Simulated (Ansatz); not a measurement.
## Appearance energy of a fragment ion: BH3(AsH3) → [AsH3]+ + BH3 + e⁻

Species: BH3(AsH3), singlet; [AsH3]+ `[AsH3+]`, doublet; BH3 (borane) `B`, singlet. 

Shapes, held fixed at every level: PBE0-D4/def2-TZVP. Programs: Ansatz 0.2.0. Electronic energies: no zero-point or thermal term.

```csv
level,kind,ΔE (eV),less CCSD(T)/def2-TZVPP
MP2/def2-SVP,perturbation theory,+10.13,-0.32
HF/def2-TZVPP,Hartree–Fock,+8.74,-1.71
B3LYP-D4/def2-TZVPP,global hybrid,+10.56,+0.11
r2SCAN0-D4/def2-TZVPP,global hybrid,+10.58,+0.13
wB97X-V/def2-TZVPP,range-separated hybrid,+10.51,+0.06
CCSD/def2-TZVPP,coupled cluster or CI,+10.30,-0.15
CCSD(T)/def2-TZVPP,coupled cluster or CI,+10.45,0.00
```

The highest level, CCSD(T)/def2-TZVPP, gives ΔE = +10.45 eV; the levels span +8.74 to +10.58. The column of differences is taken from that level and isn't an error. No measured value is set beside it here. Open shells run unrestricted. Relativity is left out for As. Outer-core shells of As are correlated, in sets that cover them unevenly. The onset seen in experiment also holds zero-point changes and kinetic shifts.
